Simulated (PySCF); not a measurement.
A structure optimised at PBE-D3(BJ)/def2-SVP, used in a PySCF frequency run:

```
Si
F 1 1.6268
O 1 1.6517 2 103.60
C 3 1.4196 1 123.01 2 -176.36
H 4 1.1083 3 108.31 1 -170.76
H 4 1.1125 5 108.42 3 120.89
H 4 1.1128 5 108.70 6 117.39
N 1 1.7123 2 115.01 3 121.95
H 8 1.0219 1 119.68 2 85.09
H 8 1.0229 9 111.69 1 146.77
Cl 1 2.0670 2 107.39 3 -119.16
```
Charge 0, spin multiplicity 1.

Write its SMILES and formula.

CO[Si](N)(F)Cl, CH₅ClFNOSi

What are its rotational constants (standard atomic weights)?

2.4618, 1.9274, 1.5777 GHz
